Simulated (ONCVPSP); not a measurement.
Reading a pseudo-wave (cadmium)

Columns: radius, all-electron u(r) and pseudo u(r) of the 4d shell (level -11.90 eV) of cadmium in the configuration [Ar] 3d10 4s2 4p6 4d10 5s2; LDA (Perdew-Zunger), scalar-relativistic, ONCV scheme, ONCVPSP 4.0.1.

```json
{"r (bohr)": "0.075", "all-electron": "-0.1471", "pseudo": "0.0027"}
{"r (bohr)": "0.150", "all-electron": "-0.4054", "pseudo": "0.0205"}
{"r (bohr)": "0.225", "all-electron": "-0.4800", "pseudo": "0.0652"}
{"r (bohr)": "0.300", "all-electron": "-0.3621", "pseudo": "0.1422"}
{"r (bohr)": "0.375", "all-electron": "-0.1376", "pseudo": "0.2490"}
{"r (bohr)": "0.450", "all-electron": "0.1180", "pseudo": "0.3764"}
{"r (bohr)": "0.525", "all-electron": "0.3577", "pseudo": "0.5120"}
{"r (bohr)": "0.600", "all-electron": "0.5587", "pseudo": "0.6425"}
{"r (bohr)": "0.675", "all-electron": "0.7130", "pseudo": "0.7557"}
{"r (bohr)": "0.750", "all-electron": "0.8221", "pseudo": "0.8430"}
{"r (bohr)": "0.825", "all-electron": "0.8917", "pseudo": "0.9009"}
{"r (bohr)": "0.900", "all-electron": "0.9288", "pseudo": "0.9319"}
{"r (bohr)": "0.975", "all-electron": "0.9407", "pseudo": "0.9411"}
{"r (bohr)": "1.050", "all-electron": "0.9336", "pseudo": "0.9335"}
{"r (bohr)": "1.125", "all-electron": "0.9130", "pseudo": "0.9129"}
{"r (bohr)": "1.200", "all-electron": "0.8830", "pseudo": "0.8829"}
{"r (bohr)": "1.275", "all-electron": "0.8468", "pseudo": "0.8467"}
{"r (bohr)": "1.350", "all-electron": "0.8068", "pseudo": "0.8067"}
{"r (bohr)": "1.425", "all-electron": "0.7649", "pseudo": "0.7648"}
{"r (bohr)": "1.500", "all-electron": "0.7223", "pseudo": "0.7222"}
{"r (bohr)": "1.575", "all-electron": "0.6800", "pseudo": "0.6799"}
{"r (bohr)": "1.650", "all-electron": "0.6386", "pseudo": "0.6385"}
{"r (bohr)": "1.725", "all-electron": "0.5985", "pseudo": "0.5985"}
{"r (bohr)": "1.800", "all-electron": "0.5602", "pseudo": "0.5601"}
{"r (bohr)": "1.875", "all-electron": "0.5236", "pseudo": "0.5235"}
{"r (bohr)": "1.950", "all-electron": "0.4889", "pseudo": "0.4889"}
```

(1) How many radial nodes do the two functions have?

(2) At about which radius was the pseudo-wave matched?

(3) Where does each function peak?

(4) Is the pseudo-wave norm-conserving?

## Answers

(1) The all-electron 4d function has n − l − 1 = 1; the pseudo-wave has 0, since the states of the same l below it are removed with the core.

(2) 1.10 bohr. The columns agree to 0.0005 from 0.97 bohr on; several derivatives are matched, so the curves merge somewhat inside the radius.

(3) Outermost all-electron maximum near 0.97 bohr, pseudo maximum near 0.97 bohr (to the table’s step).

(4) Yes: the ONCV scheme keeps the norm inside the radius equal to the all-electron one, which fixes the energy derivative of the logarithmic derivative at the level.
